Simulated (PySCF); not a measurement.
In(Me)2(tBu), SMILES C[C]([In]([CH3])[CH3])(C)C (C6H15In), GFN2-xTB optimised geometry.

```
22

In     0.22    -0.62     0.00
C      2.48    -0.62     0.00
H      2.83    -1.54    -0.46
H      2.85    -0.57     1.02
H      2.88     0.23    -0.55
C     -0.88    -2.60     0.00
H     -1.63    -2.63    -0.78
H     -1.37    -2.76     0.96
H     -0.16    -3.40    -0.16
C     -0.98     1.35     0.00
C     -1.32     1.71    -1.44
C     -2.25     1.14     0.80
C     -0.12     2.44     0.62
H     -1.90     2.64    -1.48
H     -1.92     0.92    -1.90
H     -0.41     1.84    -2.03
H     -2.83     0.31     0.39
H     -2.01     0.91     1.84
H     -2.88     2.03     0.79
H      0.12     2.20     1.66
H      0.81     2.56     0.07
H     -0.65     3.40     0.62
```

Density from PBE0/def2-SVP, def2 effective core potentials past Kr in PySCF at that geometry. The core electrons that the potentials of In replace are not part of the density.

Minimum of the electron density along straight lines between bonded atoms, close to the bond critical point (lines longer than 1.1 times the sum of covalent radii, or with two minima, are not listed):

```tsv
bond	length / Å	ρ at the minimum / e bohr⁻³	∇²ρ there / e bohr⁻⁵	position (fraction from the first atom)
In1–C2	2.262	0.080	0.14	0.50
C2–H4	1.090	0.269	-0.95	0.62
C2–H5	1.089	0.270	-0.96	0.62
In1–C6	2.262	0.080	0.15	0.50
C6–H7	1.089	0.269	-0.96	0.62
C6–H8	1.089	0.269	-0.95	0.62
C6–H9	1.089	0.270	-0.96	0.62
In1–C10	2.306	0.078	0.12	0.50
C10–C11	1.523	0.245	-0.55	0.50
C10–C12	1.522	0.245	-0.55	0.50
C10–C13	1.521	0.246	-0.55	0.50
C11–H14	1.094	0.272	-0.97	0.62
C11–H15	1.092	0.273	-0.98	0.62
C11–H16	1.092	0.273	-0.98	0.62
C12–H17	1.092	0.274	-0.99	0.62
C12–H18	1.092	0.273	-0.98	0.62
C12–H19	1.094	0.272	-0.97	0.62
C13–H20	1.092	0.273	-0.98	0.62
C13–H21	1.092	0.274	-0.99	0.62
C13–H22	1.094	0.272	-0.97	0.62
```
